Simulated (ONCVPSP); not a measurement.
**Scattering properties, ONCV potential for manganese (Mn)**

Mn (Z = 25), optimised norm-conserving Vanderbilt (ONCV), made with ONCVPSP 4.0.1 (PBE, fully relativistic). Core [Ne], reference 3s2 3p6 3d5 4s1.5 4p0.5. Waves: 3s+4s: rc 1.35 bohr, ncon 4, nbas 8, qcut 8.8 1/bohr, 2 projectors; 3p+4p: rc 1.75 bohr, ncon 5, nbas 8, qcut 6.8 1/bohr, 2 projectors; 3d: rc 0.95 bohr, ncon 5, nbas 8, qcut 11.6 1/bohr, 2 projectors, debl 3.1 Ha. Local part: polynomial inside 0.80 bohr (lpopt 5, dvloc0 2 Ha). Core correction: Teter function, fcfact 2, rcfact 1.45.

Open shells are filled in proportion to 2j + 1.

The phase is arctan(r·R′/R) of the radial function R(r), unwrapped; energies in Ha, scanned from -5 to 5 Ha. A pole is an energy at which the radial function vanishes at the test radius. The pseudo phase is shifted by a multiple of π to meet the all-electron one at the reference energy, and phase errors are pseudo minus all-electron; the curves can meet again beyond the range given. Levels narrower than the energy grid can be missing from the lists of poles.

```json
{"channel": "s", "radius (bohr)": "1.37", "reference energy (Ha)": "-0.21", "poles, all-electron": "-2.47", "poles, pseudo": "-2.47", "unbroken range about the reference energy with phases within 0.05 rad": "the whole range", "phase error 1 Ha above the reference energy (rad)": "-0.000"}
{"channel": "p3/2", "radius (bohr)": "1.78", "reference energy (Ha)": "-0.06", "poles, all-electron": "-1.84, 4.59", "poles, pseudo": "-1.84, 4.64", "unbroken range about the reference energy with phases within 0.05 rad": "the whole range", "phase error 1 Ha above the reference energy (rad)": "+0.001"}
{"channel": "p1/2", "radius (bohr)": "1.78", "reference energy (Ha)": "-0.07", "poles, all-electron": "-1.89, 4.54", "poles, pseudo": "-1.89, 4.58", "unbroken range about the reference energy with phases within 0.05 rad": "the whole range", "phase error 1 Ha above the reference energy (rad)": "+0.001"}
{"channel": "d5/2", "radius (bohr)": "0.97", "reference energy (Ha)": "-0.28", "poles, all-electron": "3.24", "poles, pseudo": "3.24", "unbroken range about the reference energy with phases within 0.05 rad": "the whole range", "phase error 1 Ha above the reference energy (rad)": "+0.000"}
{"channel": "d3/2", "radius (bohr)": "0.97", "reference energy (Ha)": "-0.28", "poles, all-electron": "3.22", "poles, pseudo": "3.22", "unbroken range about the reference energy with phases within 0.05 rad": "the whole range", "phase error 1 Ha above the reference energy (rad)": "+0.000"}
```

Phases in the p1/2 channel:

```json
{"E (Ha)": "-4.96", "all-electron": "1.327", "pseudo": "1.327"}
{"E (Ha)": "-4.72", "all-electron": "1.317", "pseudo": "1.317"}
{"E (Ha)": "-4.48", "all-electron": "1.305", "pseudo": "1.305"}
{"E (Ha)": "-4.24", "all-electron": "1.291", "pseudo": "1.291"}
{"E (Ha)": "-4.00", "all-electron": "1.275", "pseudo": "1.275"}
{"E (Ha)": "-3.76", "all-electron": "1.255", "pseudo": "1.255"}
{"E (Ha)": "-3.52", "all-electron": "1.229", "pseudo": "1.229"}
{"E (Ha)": "-3.28", "all-electron": "1.194", "pseudo": "1.194"}
{"E (Ha)": "-3.04", "all-electron": "1.142", "pseudo": "1.142"}
{"E (Ha)": "-2.80", "all-electron": "1.052", "pseudo": "1.052"}
{"E (Ha)": "-2.56", "all-electron": "0.838", "pseudo": "0.839"}
{"E (Ha)": "-2.32", "all-electron": "-0.051", "pseudo": "-0.050"}
{"E (Ha)": "-2.08", "all-electron": "-1.308", "pseudo": "-1.308"}
{"E (Ha)": "-1.84", "all-electron": "-1.611", "pseudo": "-1.611"}
{"E (Ha)": "-1.60", "all-electron": "-1.733", "pseudo": "-1.733"}
{"E (Ha)": "-1.36", "all-electron": "-1.810", "pseudo": "-1.810"}
{"E (Ha)": "-1.12", "all-electron": "-1.875", "pseudo": "-1.874"}
{"E (Ha)": "-0.88", "all-electron": "-1.938", "pseudo": "-1.938"}
{"E (Ha)": "-0.64", "all-electron": "-2.009", "pseudo": "-2.009"}
{"E (Ha)": "-0.40", "all-electron": "-2.096", "pseudo": "-2.096"}
{"E (Ha)": "-0.16", "all-electron": "-2.211", "pseudo": "-2.211"}
{"E (Ha)": "0.08", "all-electron": "-2.371", "pseudo": "-2.371"}
{"E (Ha)": "0.32", "all-electron": "-2.606", "pseudo": "-2.606"}
{"E (Ha)": "0.56", "all-electron": "-2.939", "pseudo": "-2.938"}
{"E (Ha)": "0.80", "all-electron": "-3.341", "pseudo": "-3.340"}
{"E (Ha)": "1.04", "all-electron": "-3.708", "pseudo": "-3.707"}
{"E (Ha)": "1.28", "all-electron": "-3.978", "pseudo": "-3.977"}
{"E (Ha)": "1.52", "all-electron": "-4.161", "pseudo": "-4.160"}
{"E (Ha)": "1.76", "all-electron": "-4.286", "pseudo": "-4.285"}
{"E (Ha)": "2.00", "all-electron": "-4.376", "pseudo": "-4.375"}
{"E (Ha)": "2.24", "all-electron": "-4.443", "pseudo": "-4.441"}
{"E (Ha)": "2.48", "all-electron": "-4.495", "pseudo": "-4.493"}
{"E (Ha)": "2.72", "all-electron": "-4.536", "pseudo": "-4.535"}
{"E (Ha)": "2.96", "all-electron": "-4.570", "pseudo": "-4.569"}
{"E (Ha)": "3.20", "all-electron": "-4.599", "pseudo": "-4.598"}
{"E (Ha)": "3.44", "all-electron": "-4.624", "pseudo": "-4.622"}
{"E (Ha)": "3.68", "all-electron": "-4.647", "pseudo": "-4.645"}
{"E (Ha)": "3.92", "all-electron": "-4.667", "pseudo": "-4.665"}
{"E (Ha)": "4.16", "all-electron": "-4.685", "pseudo": "-4.683"}
{"E (Ha)": "4.40", "all-electron": "-4.703", "pseudo": "-4.700"}
{"E (Ha)": "4.64", "all-electron": "-4.720", "pseudo": "-4.716"}
{"E (Ha)": "4.88", "all-electron": "-4.736", "pseudo": "-4.732"}
```
